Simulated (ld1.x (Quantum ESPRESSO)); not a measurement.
## What one change does to a pseudopotential (hafnium, TM)

Hf, norm-conserving Troullier–Martins (Kleinman–Bylander form), made with ld1.x (Quantum ESPRESSO) 7.5 (PBE, fully relativistic). Core [Xe] 4f14, reference 5d2 6s2 6p0. Waves: 6s (bound): rc 3.15 bohr; 5d (bound): rc 2.75 bohr; 6p (bound, empty): rc 3.65 bohr. Local part: the p channel. Core correction: none.

Open shells are filled in proportion to 2j + 1 (rel_dist='average').

Change: core correction a·sin(br)/r model core inside 1.28 bohr.

Cutoffs: the cutoffs (Ry, on a coarse ladder) from which the occupation-weighted sum of valence levels, in a spherical-Bessel basis at the reference potential, stays within 10 and 1 mRy of its value at 400 Ry; they do not see the model core or the augmentation charge, which bear on the density cutoff. Errors are all-electron minus pseudo energies relative to the spin-unpolarised reference configuration.

Task: Predict the effect on cutoff, ghosts and configuration errors.

Result: The potential gets neither clearly harder nor softer (18 Ry and 25 Ry → 18 Ry and 25 Ry); of the 7 tests that both files solve, the error grows in 5 and shrinks in 2 by more than 15 % and 0.3 meV (median size 5.7 → 52.0 meV); neither file shows a bound ghost. A model core, the more so a compact one, raises the density cutoff, which this test does not measure.

| quantity | base | changed |
| --- | --- | --- |
| cutoff, loose | 18 Ry | 18 Ry |
| cutoff, tight | 25 Ry | 25 Ry |
| bound ghosts | none | none |
| error for 5d2 6s1 6p0, meV [ΔE 7.98 eV] | +4.1 | -9.6 |
| error for 5d2 6s0 6p0, meV [ΔE 22.16 eV] | +97 | -71 |
| error for 5d1 6s0 6p0, meV [ΔE 43.94 eV] | +219 | -351 |
| error for 5d2.5 6s1.5 6p0, meV [ΔE 1.25 eV] | +5.7 | -12 |
| error for 5d2 6s0 6p1, meV [ΔE 12.62 eV] | -3.4 | -52 |
| error for 5d2 6s1.5 6p0, meV [ΔE 3.26 eV] | +0.3 | -1.9 |
| error for 5d3 6s0 6p0, meV [ΔE 9.99 eV] | +98 | -77 |
| s: phases at 3.97 bohr within 0.05 rad from the reference energy up to (Ry; the scan ends near 5) | 0.8 | 0.8 |
| p1/2: phases at 3.97 bohr within 0.05 rad from the reference energy up to (Ry; the scan ends near 5) | n/a | n/a |
| p3/2: phases at 3.97 bohr within 0.05 rad from the reference energy up to (Ry; the scan ends near 5) | n/a | n/a |
| d3/2: phases at 3.97 bohr within 0.05 rad from the reference energy up to (Ry; the scan ends near 5) | 0.4 | 0.4 |
| d5/2: phases at 3.97 bohr within 0.05 rad from the reference energy up to (Ry; the scan ends near 5) | 0.4 | 0.4 |
